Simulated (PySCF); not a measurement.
**Spin-orbit coupling and the third ionisation energy along the 5d series**

Two-component X2C-1e calculated with PySCF 2.14: MP2 on generalised Hartree-Fock spinors (GMP2), with spin-orbit coupling off and on (screened by Boettger's factors); no Breit or QED terms. Values in eV; the references (NIST) lie between the lowest levels. Elements whose determinants are no pure J levels are left out.

```tsv
element	configurations	spin-free	with spin-orbit	shift	reference
Hf (x2c-TZVPPall-2c, [Kr] 4d10 4f14 frozen)	[Xe] 4f14 5d2 → [Xe] 4f14 5d1	21.881	22.013	0.132	22.55 ± 0.04 (t)
Pt (x2c-TZVPPall-2c, [Kr] 4d10 4f14 frozen)	[Xe] 4f14 5d8 → [Xe] 4f14 5d7	30.742	30.375	-0.367	29 ± 1.6 (t)
Au (x2c-TZVPPall-2c, [Kr] 4d10 4f14 frozen)	[Xe] 4f14 5d9 → [Xe] 4f14 5d8	32.624	32.065	-0.559	30 ± 1.6 (t)
Hg (x2c-TZVPPall-2c, [Kr] 4d10 4f14 frozen)	[Xe] 4f14 5d10 → [Xe] 4f14 5d9	35.225	34.415	-0.810	34.49 ± 0.05
```

Task: Estimate the missing row, Ir (x2c-TZVPPall-2c, [Kr] 4d10 4f14 frozen).

Result: The calculation gives spin-free 28.871; with spin-orbit 28.983; shift 0.112. The reference value is 28 ± 1.6 (t).

The largest shift is at Hg, -0.810 eV, where spin-orbit coupling lowers the species with fewer electrons by more than the one with more (starting occupations closed and 5d3/2^4 5d5/2^5).

What remains against the references is mostly the basis and correlation beyond MP2. References marked (s) are semi-empirical, (t) theoretical.
